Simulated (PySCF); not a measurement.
PySCF job for Si(H)2(vinyl)(OMe) (C₃H₈OSi), SMILES C=C[SiH2]OC, TDDFT-PBE/def2-SVPD. Coordinates come from a ωB97X-D3(BJ)/def2-SVP optimisation. One conformer was computed; it need not be the lowest.

```python
import numpy as np
from pyscf import gto, scf, dft, tdscf

mol = gto.M(
    atom='''
    Si    0.85730747   -0.01022424   -0.00000000
    C     0.26951796   -1.77564854    0.00000000
    C    -1.03296419   -2.08237167    0.00000000
    O    -0.51654620    0.93462863    0.00000000
    C    -0.49746291    2.34059844   -0.00000000
    H     1.69386181    0.29008413    1.20428863
    H     1.69386182    0.29008413   -1.20428862
    H     1.00516273   -2.59157132    0.00000000
    H    -1.38733544   -3.12033054   -0.00000000
    H    -1.79676830   -1.29636945   -0.00000000
    H     0.01083060    2.74457796    0.89580709
    H    -1.53492401    2.70958810   -0.00000000
    H     0.01083062    2.74457797   -0.89580708
    ''',
    basis='def2-SVPD',
    charge=0,
    spin=0,
    symmetry=True,
    max_memory=1600,
    verbose=4,
)
mf = dft.RKS(mol, xc='pbe').density_fit(auxbasis='def2-universal-jkfit')
mf.grids.level = 3
mf.conv_tol = 1e-9
mf.max_cycle = 100
mf.kernel()
mf.grids = dft.Grids(mol).set(level=1).build(with_non0tab=True)  # coarser grid for the response kernel
td = tdscf.TDDFT(mf)
td.singlet = True
td.nstates = 10
td.conv_tol = 1e-4
td.positive_eig_threshold = 1e-6
td.kernel(x0=td.get_init_guess(mf, 15))
td.analyze()
tt = tdscf.TDA(mf)
tt.singlet = False
tt.nstates = 4
tt.conv_tol = 1e-4
tt.positive_eig_threshold = 1e-6
tt.kernel(x0=tt.get_init_guess(mf, 9))
tt.analyze(verbose=3)
```

Log of the run:

```
PySCF version 2.14.0

[INPUT] verbose = 4
[INPUT] num. atoms = 13
[INPUT] num. electrons = 48
[INPUT] charge = 0
[INPUT] spin (= nelec alpha-beta = 2S) = 0
[INPUT] symmetry True subgroup None
[INPUT] Mole.unit = angstrom
[INPUT] Symbol           X                Y                Z      unit          X                Y                Z       unit  Magmom
[INPUT]  1 Si     0.857307470000  -0.010224240000   0.000000000000 AA    1.620076322844  -0.019321013432   0.000000000000 Bohr   0.0
[INPUT]  2 C      0.269517960000  -1.775648540000   0.000000000000 AA    0.509315130051  -3.355489434084   0.000000000000 Bohr   0.0
[INPUT]  3 C     -1.032964190000  -2.082371670000   0.000000000000 AA   -1.952019415583  -3.935112145853   0.000000000000 Bohr   0.0
[INPUT]  4 O     -0.516546200000   0.934628630000   0.000000000000 AA   -0.976130848685   1.766192138877   0.000000000000 Bohr   0.0
[INPUT]  5 C     -0.497462910000   2.340598440000   0.000000000000 AA   -0.940068657029   4.423090019184   0.000000000000 Bohr   0.0
[INPUT]  6 H      1.693861810000   0.290084130000   1.204288630000 AA    3.200934913760   0.548179558783   2.275775685628 Bohr   0.0
[INPUT]  7 H      1.693861820000   0.290084130000  -1.204288620000 AA    3.200934932657   0.548179558783  -2.275775666730 Bohr   0.0
[INPUT]  8 H      1.005162730000  -2.591571320000   0.000000000000 AA    1.899482270320  -4.897360027078   0.000000000000 Bohr   0.0
[INPUT]  9 H     -1.387335440000  -3.120330540000   0.000000000000 AA   -2.621684024503  -5.896570138716   0.000000000000 Bohr   0.0
[INPUT] 10 H     -1.796768300000  -1.296369450000   0.000000000000 AA   -3.395399996300  -2.449783216753   0.000000000000 Bohr   0.0
[INPUT] 11 H      0.010830600000   2.744577960000   0.895807090000 AA    0.020466867765   5.186500671917   1.692830060544 Bohr   0.0
[INPUT] 12 H     -1.534924010000   2.709588100000   0.000000000000 AA   -2.900586000919   5.120379419381   0.000000000000 Bohr   0.0
[INPUT] 13 H      0.010830620000   2.744577970000  -0.895807080000 AA    0.020466905559   5.186500690815  -1.692830041646 Bohr   0.0

nuclear repulsion = 225.492760378276
point group symmetry = Cs
symmetry origin: [-1.18107874e-09  1.57477178e-09  7.87385883e-10]
symmetry axis x: [ 1.00000000e+00 -2.39914573e-10 -4.23356004e-10]
symmetry axis y: [-2.39914573e-10 -1.00000000e+00 -1.76766782e-10]
symmetry axis z: [ 4.23356004e-10 -1.76766857e-10  1.00000000e+00]
num. orbitals of irrep A' = 115
num. orbitals of irrep A" = 56
number of shells = 75
number of NR pGTOs = 245
number of NR cGTOs = 171
basis = def2-SVPD
ecp = {}


******** <class 'pyscf.df.df_jk.DFSymAdaptedRKS'> ********
method = DFSymAdaptedRKS
initial guess = minao
damping factor = 0
level_shift factor = 0
DIIS = <class 'pyscf.scf.diis.CDIIS'>
diis_start_cycle = 1
diis_space = 8
diis_damp = 0
SCF conv_tol = 1e-09
SCF conv_tol_grad = None
SCF max_cycles = 100
direct_scf = False
XC library pyscf.dft.libxc version 7.1.2
    S. Lehtola, C. Steigemann, M. J. T. Oliveira, and M. A. L. Marques,  SoftwareX 7, 1–5 (2018)
XC functionals = pbe
    J. P. Perdew, K. Burke, and M. Ernzerhof,  Phys. Rev. Lett. 77, 3865 (1996)
    J. P. Perdew, K. Burke, and M. Ernzerhof,  Phys. Rev. Lett. 78, 1396 (1997)
    J. P. Perdew, K. Burke, and M. Ernzerhof,  Phys. Rev. Lett. 77, 3865 (1996)
    J. P. Perdew, K. Burke, and M. Ernzerhof,  Phys. Rev. Lett. 78, 1396 (1997)
radial grids:
    Treutler-Ahlrichs [JCP 102, 346 (1995); DOI:10.1063/1.469408] (M4) radial grids

becke partition: Becke, JCP 88, 2547 (1988); DOI:10.1063/1.454033
pruning grids: <function nwchem_prune>
grids dens level: 3
symmetrized grids: True
atomic radii adjust function: <function treutler_atomic_radii_adjust>
small_rho_cutoff = 0
Freeze 0 electrons in irreps []
    48 free electrons in irreps A' A"
Set gradient conv threshold to 3.16228e-05
Initial guess from minao.
tot grids = 154080
init E= -483.343387774326
HOMO (A") = -0.319658555581559  LUMO (A") = -0.118352209990376  gap/eV = 5.47782
cycle= 1 E= -483.094224997469  delta_E= 0.249  |g|= 0.768  |ddm|=  4.9
HOMO (A") = -0.0829769419391035  LUMO (A') = 0.00842647591695656  gap/eV = 2.48721
cycle= 2 E= -482.512777099519  delta_E= 0.581  |g|= 1.81  |ddm|= 3.19
HOMO (A") = -0.228558664930178  LUMO (A") = -0.0358363357960538  gap/eV = 5.24424
cycle= 3 E= -483.212629652608  delta_E= -0.7  |g|= 0.204  |ddm|= 2.56
HOMO (A") = -0.238120475782157  LUMO (A") = -0.0612407025382926  gap/eV = 4.81314
cycle= 4 E= -483.220706067136  delta_E= -0.00808  |g|=  0.1  |ddm|= 0.358
HOMO (A") = -0.240046362322008  LUMO (A") = -0.0524687899722811  gap/eV = 5.10425
cycle= 5 E= -483.222845572245  delta_E= -0.00214  |g|= 0.0432  |ddm|= 0.139
HOMO (A") = -0.240306478358516  LUMO (A") = -0.0518591258183112  gap/eV = 5.12791
cycle= 6 E= -483.223283243699  delta_E= -0.000438  |g|= 0.0167  |ddm|= 0.0552
HOMO (A") = -0.239962596613385  LUMO (A") = -0.0526137891715819  gap/eV = 5.09802
cycle= 7 E= -483.223369965705  delta_E= -8.67e-05  |g|= 0.00145  |ddm|= 0.024
HOMO (A") = -0.240098381778634  LUMO (A") = -0.052497903471024  gap/eV = 5.10487
cycle= 8 E= -483.223370530495  delta_E= -5.65e-07  |g|= 0.000532  |ddm|= 0.003
HOMO (A") = -0.240109679117439  LUMO (A") = -0.0525162007505484  gap/eV = 5.10468
cycle= 9 E= -483.223370592878  delta_E= -6.24e-08  |g|= 0.000148  |ddm|= 0.000806
HOMO (A") = -0.240121872607398  LUMO (A") = -0.0525143210511372  gap/eV = 5.10506
cycle= 10 E= -483.223370598845  delta_E= -5.97e-09  |g|= 3.01e-05  |ddm|= 0.000245
HOMO (A") = -0.240120995416584  LUMO (A") = -0.0525161346058622  gap/eV = 5.10499
cycle= 11 E= -483.223370599079  delta_E= -2.34e-10  |g|= 8.6e-06  |ddm|= 5.93e-05
HOMO (A") = -0.240120612031561  LUMO (A") = -0.0525153808373413  gap/eV = 5.10500
Extra cycle  E= -483.223370599037  delta_E= 4.15e-11  |g|= 1.59e-05  |ddm|= 3.77e-05
converged SCF energy = -483.223370599037
tot grids = 46912
Overwritten attributes  positive_eig_threshold  of <class 'pyscf.tdscf.rks.CasidaTDDFT'>


******** <class 'pyscf.tdscf.rks.CasidaTDDFT'> for <class 'pyscf.df.df_jk.DFSymAdaptedRKS'> ********
nstates = 10 singlet
deg_eia_thresh = 1.000e-03
wfnsym = None
conv_tol = 0.0001
eigh lindep = 1e-12
eigh level_shift = 0
eigh max_cycle = 100


Excitation energies (eV)
[5.16313874 5.88781967 6.19582887 6.42116746 6.46297444 6.75720505
 6.85239753 6.96114098 6.97513635 7.10293618]

** Singlet excitation energies and oscillator strengths **
Excited State   1:   A'      5.16314 eV    240.13 nm  f=0.0082
      23 -> 25       -0.12963
      24 -> 25        0.69385
Excited State   2:   A"      5.88782 eV    210.58 nm  f=0.0012
      21 -> 25        0.12181
      22 -> 25       -0.69570
Excited State   3:   A"      6.19583 eV    200.11 nm  f=0.0009
      24 -> 26        0.70484
Excited State   4:   A"      6.42117 eV    193.09 nm  f=0.0007
      21 -> 25        0.20150
      23 -> 26        0.67611
Excited State   5:   A"      6.46297 eV    191.84 nm  f=0.0017
      21 -> 25        0.66150
      22 -> 25        0.11422
      23 -> 26       -0.20533
Excited State   6:   A'      6.75721 eV    183.48 nm  f=0.2418
      20 -> 25        0.36510
      21 -> 26        0.12161
      23 -> 25       -0.57119
      24 -> 25       -0.11699
Excited State   7:   A"      6.85240 eV    180.94 nm  f=0.0036
      24 -> 27        0.70409
Excited State   8:   A"      6.96114 eV    178.11 nm  f=0.0312
      24 -> 28        0.70425
Excited State   9:   A'      6.97514 eV    177.75 nm  f=0.0129
      22 -> 26        0.70069
Excited State  10:   A"      7.10294 eV    174.55 nm  f=0.0106
      23 -> 27        0.70604

** Transition electric dipole moments (AU) **
state          X           Y           Z        Dip. S.      Osc.
  1        -0.2193     -0.1297     -0.0000      0.0649      0.0082
  2        -0.0000      0.0000      0.0900      0.0081      0.0012
  3        -0.0000      0.0000     -0.0785      0.0062      0.0009
  4        -0.0000     -0.0000      0.0652      0.0042      0.0007
  5         0.0000      0.0000     -0.1035      0.0107      0.0017
  6         0.9252      0.7775      0.0000      1.4605      0.2418
  7         0.0000      0.0000      0.1459      0.0213      0.0036
  8        -0.0000      0.0000     -0.4280      0.1832      0.0312
  9         0.1193     -0.2477      0.0000      0.0756      0.0129
 10         0.0000      0.0000     -0.2467      0.0609      0.0106

** Transition velocity dipole moments (imaginary part, AU) **
state          X           Y           Z        Dip. S.      Osc.
  1        -0.0413     -0.0244      0.0000      0.0023      0.0081
  2         0.0000     -0.0000      0.0196      0.0004      0.0012
  3         0.0000     -0.0000     -0.0253      0.0006      0.0019
  4         0.0000      0.0000      0.0204      0.0004      0.0012
  5        -0.0000     -0.0000     -0.0282      0.0008      0.0022
  6         0.2262      0.1941      0.0000      0.0889      0.2386
  7        -0.0000     -0.0000      0.0378      0.0014      0.0038
  8        -0.0000     -0.0000     -0.1160      0.0135      0.0351
  9         0.0326     -0.0691      0.0000      0.0058      0.0152
 10        -0.0000     -0.0000     -0.0737      0.0054      0.0139

** Transition magnetic dipole moments (imaginary part, AU) **
state          X           Y           Z
  1        -0.0000      0.0000      0.1781
  2        -0.0404      0.0875      0.0000
  3         0.0949     -0.6255     -0.0000
  4         0.2240     -0.2723     -0.0000
  5         0.8887      0.1746      0.0000
  6        -0.0000     -0.0000     -1.0672
  7        -0.4120      0.6201     -0.0000
  8         0.4184      0.2277     -0.0000
  9         0.0000     -0.0000      0.1524
 10        -0.9236      0.2832      0.0000
Overwritten attributes  positive_eig_threshold  of <class 'pyscf.tdscf.rks.TDA'>


******** <class 'pyscf.tdscf.rks.TDA'> for <class 'pyscf.df.df_jk.DFSymAdaptedRKS'> ********
nstates = 4 triplet
deg_eia_thresh = 1.000e-03
wfnsym = None
conv_tol = 0.0001
eigh lindep = 1e-12
eigh level_shift = 0
eigh max_cycle = 100


Excitation energies (eV)
[4.32284174 5.08117192 5.72370386 5.96455576]

** Triplet excitation energies and oscillator strengths **
Excited State   1:   A'      4.32284 eV    286.81 nm  f=0.0000
Excited State   2:   A'      5.08117 eV    244.01 nm  f=0.0000
Excited State   3:   A"      5.72370 eV    216.62 nm  f=0.0000
Excited State   4:   A"      5.96456 eV    207.87 nm  f=0.0000
```

The calculation finished and met its thresholds.

Cost: roughly 80 core-seconds.
